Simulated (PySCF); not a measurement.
Start geometry of `Bc1[cH+]c1` from GFN2-xTB (Å):
```
atom  x, y, z in Å
B1     1.5239    0.0172    0.0497
C2     0.0476    0.0018   -0.0015
C3    -1.1918   -0.6746    0.0535
C4    -1.1985    0.6527   -0.1436
H5     2.1429   -0.1279   -0.9273
H6     2.0686    0.1724    1.0683
H7    -1.6836   -1.6151    0.1766
H8    -1.7001    1.5829   -0.3004
```

Q: What comes out of this run: PySCF 2.14.0, PBE0-D3(BJ)/def2-SVP geometry optimisation, gas phase?

A: 
```
atom  x, y, z in Å
B1     1.5489   -0.1285    0.0764
C2     0.0216   -0.0008   -0.0018
C3    -1.2453   -0.5601    0.0324
C4    -1.1244    0.7609   -0.1612
H5     2.1475   -0.3324   -0.9450
H6     2.0673   -0.0179    1.1542
H7    -1.8495   -1.4639    0.1443
H8    -1.5552    1.7515   -0.3268
```

The energy falls by 0.131 eV over 9 energy and gradient evaluations, the largest force component goes from 0.0618 to 1.1e-04 Eh/bohr, and the atoms move by 0.033 Å rms after alignment. The bond that changes most is B1–C2 (three-coordinate boron to unsaturated ring carbon), which lengthens by 0.057 Å. Bonds longer at the end by more than 0.005 Å: 5 of 8; shorter: 2. Among the angles that change most is H5–B1–H6, from 120.1° to 124.3°. Rotational constants go from 27879, 6777, 5705 to 27434, 6667, 5636 MHz. The orientation of the end geometry is arbitrary; only internal coordinates are fixed.

The run used 76 basis functions and 51 SCF cycles in all. On one thread of an x86-64 server (shared host), this took 8.2 s wall.

No frequency check.

One conformer stands for the species.
